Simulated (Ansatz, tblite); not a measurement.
Removing an electron: (Br2Ga-mu-SH)2 (Ga2H2S2Br4). The state is a singlet with charge 0. Geometry: r2SCAN-D4/def2-SVP. Ansatz, gas phase; energy differences of separate SCF runs; the oxidised species was run as a doublet alone.

```xyz
10

Ga    0.7890    1.4205   -0.1409
Br    0.9057    2.6466   -2.0615
Br    1.7819    2.0609    1.8278
S    -1.5066    0.9018    0.2879
Ga   -0.8922   -1.3031   -0.4077
Br   -1.7607   -1.6735   -2.4847
Br   -1.1830   -2.7426    1.3572
S     1.4411   -0.8271   -0.6366
H    -1.3040    0.6477    1.6049
H     1.7288   -1.1311    0.6537
```

The xTB rows come from tblite. HOMO above LUMO, or a gap near zero within one spin, warns that the state may not be the lowest or that an electron is smeared out.

Problem. Estimate orbital energies and vertical ionisation energies at: GFN1-xTB; GFN2-xTB; PBE-D4/def2-TZVP; PBE0-D4/def2-TZVP; CAM-B3LYP-D4/def2-TZVP.

Solution. 
| level | −HOMO (eV) | vertical IE (eV) | −LUMO (eV) | HOMO–LUMO gap (eV) | remarks |
| --- | --- | --- | --- | --- | --- |
| GFN1-xTB | 11.34 | 13.86 | 6.70 | 4.64 | – |
| GFN2-xTB | 12.70 | 14.73 | 8.05 | 4.65 | – |
| PBE-D4/def2-TZVP | 7.30 | 9.33 | 2.81 | 4.49 | gap within one spin near zero (+1 doublet) |
| PBE0-D4/def2-TZVP | 8.57 | 10.01 | 1.94 | 6.62 | – |
| CAM-B3LYP-D4/def2-TZVP | 9.84 | 10.50 | 0.97 | 8.87 | – |

  Raw xTB energy differences between charge states are shifted by several eV; the methods need an empirical correction for them.
